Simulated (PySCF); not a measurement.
**Broadened absorption spectrum of C4H8OSi**

C4H8OSi.
SMILES: `O=CC1([SiH3])CC1`

Theory: PySCF, TDDFT CAM-B3LYP/def2-SVPD, vertical, gas phase, core orbitals frozen in the response. Geometry: GFN2-xTB, one conformer, isolated molecule. Torsions of this conformer, `[O:1]=[CH:2][C:3]1([SiH3:4])[CH2:5][CH2:6]1`: O1–C2–C3–Si4 0°.

Each state is given a Gaussian of 0.25 eV full width at half maximum, with ε(max) = 2.175×10⁸ f / Δν̃ (Δν̃ the width in cm⁻¹). The width is an assumption, not a result. The curve ends short of the highest state used, and states not computed would add to its high-energy end.

(E (eV), ε (L mol⁻¹ cm⁻¹)): (4.13, 0), (4.19, 0), (4.26, 2), (4.33, 6), (4.40, 14), (4.46, 21), (4.53, 22), (4.60, 15), (4.66, 7), (4.73, 2), (4.80, 0), (4.86, 0), (4.93, 0), (5.00, 0), (5.07, 0), (5.13, 0), (5.20, 0), (5.27, 0), (5.33, 0), (5.40, 0), (5.47, 0), (5.54, 0), (5.60, 0), (5.67, 0), (5.74, 0), (5.80, 0), (5.87, 0), (5.94, 0), (6.00, 0), (6.07, 0), (6.14, 0), (6.21, 0), (6.27, 0), (6.34, 0), (6.41, 0), (6.47, 1), (6.54, 4), (6.61, 20), (6.67, 54), (6.74, 116), (6.81, 169), (6.88, 241), (6.94, 600), (7.01, 2367), (7.08, 6931), (7.14, 12456), (7.21, 16527), (7.28, 14366), (7.35, 8844), (7.41, 5919), (7.48, 6040), (7.55, 6992), (7.61, 6168), (7.68, 3671), (7.75, 1752), (7.81, 1696)

Question: Locate the maxima and give the states behind the curve.

Answer: 275 nm (4.50 eV), ε about 23, made up of S1 (100%); 172 nm (7.22 eV), ε about 17000, made up of S3 (100%); 164 nm (7.55 eV), ε about 7000, made up of S4 (98%) (ε in L mol⁻¹ cm⁻¹; maxima over ε = 5, shares over 10%). At its high-energy end, 7.81 eV, the curve is still rising (ε about 1700, from S4 and S5). The states used: S1 4.50 eV (f 0.0002); S2 6.83 eV (f 0.0015); S3 7.22 eV (f 0.154); S4 7.56 eV (f 0.064); S5 8.01 eV (f 0.066); S6 8.25 eV (f 0.0001); S7 8.30 eV (f 0.019); S8 8.41 eV (f 0.0023).

Question: What would ε be at 7.22 eV, the highest of these maxima, with half the width (0.125 eV)?

Answer: About 33100 L mol⁻¹ cm⁻¹ against 16600, a factor of about 1.99; a lone state at its own centre would give exactly 2.

Question: On this curve, what absorbance would a 10⁻⁵ mol/L sample give at 266 nm over a 1 cm path?

Answer: 266 nm is 4.661 eV, where ε is about 7.4 L mol⁻¹ cm⁻¹, so A = ε c l ≈ 7.4e-05 (Beer–Lambert, with the gas-phase spectrum and the assumed width).

Question: Coming from long wavelengths, where does ε first pass 100 L mol⁻¹ cm⁻¹?

Answer: At about 184 nm (6.72 eV), 2.22 eV above S1.
